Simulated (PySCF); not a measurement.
Compound: C4H7IO.
Numbering: `[CH3:1][O:2]/[CH:3]=[CH:4]/[CH2:5][I:6]` (hydrogens: H7, H8, H9 on C1; H10 on C3; H11 on C4; H12, H13 on C5)

A GFN2-xTB structure was refined with PySCF, PBE0-D3(BJ)/def2-SVP geometry optimisation, gas phase, def2 core potentials past Kr. Its GFN2-xTB values:

```tsv
coordinate	GFN2-xTB
C1–O2	1.412 Å
C1–H7	1.076 Å
O2–C3	1.361 Å
C3=C4	1.311 Å
C3–H10	1.085 Å
C4–C5	1.510 Å
C4–H11	1.046 Å
C5–I6	2.211 Å
C5–H12	1.085 Å
C1–O2–C3	118.8°
O2–C3–C4	126.6°
C3–C4–C5	119.7°
C4–C5–I6	111.2°
C1–O2–C3–C4	2°
C3–C4–C5–I6	104°
```

Question: How do these coordinates change at the PBE0-D3(BJ)/def2-SVP level?

Answer: 
```tsv
coordinate	PBE0-D3(BJ)/def2-SVP (Å or °)	change
C4–H11	1.093	+0.047
C4–C5	1.470	-0.040
C3=C4	1.346	+0.035
O2–C3	1.334	-0.027
C1–H7	1.097	+0.021
C5–H12	1.097	+0.012
C3–H10	1.095	+0.010
C1–O2	1.403	-0.009
C5–I6	2.210	-0.001
C4–C5–I6	112.9	+1.7
C3–C4–C5	121.4	+1.7
O2–C3–C4	128.0	+1.4
C1–O2–C3	117.9	-0.9
C3–C4–C5–I6	107	+3
C1–O2–C3–C4	1	-1
```

The energy falls by 0.185 eV over 9 energy and gradient evaluations, the largest force component goes from 0.0611 to 1.7e-04 Eh/bohr, and the atoms move by 0.038 Å rms after alignment. The bond that changes most is C4–H11 (alkene CH carbon to vinylic hydrogen), which lengthens by 0.047 Å. Bonds longer at the end by more than 0.005 Å: 7 of 12; shorter: 4. Rotational constants go from 6804, 596.0, 578.7 to 7076, 585.0, 569.3 MHz.

The run used 131 basis functions and 68 SCF cycles in all. On one thread of an Arm Neoverse V2, shared host with 48 logical CPUs at a one-minute load of 8.8, this took 60 s wall and 0.56 GiB of memory at its peak.

Not checked by PBE0-D3(BJ)/def2-SVP frequencies. The numbers are those of one conformer.

Shape of the structure used: `[CH3:1][O:2]/[CH:3]=[CH:4]/[CH2:5][I:6]`: C1–O2–C3–C4 1°, C3–C4–C5–I6 107°.
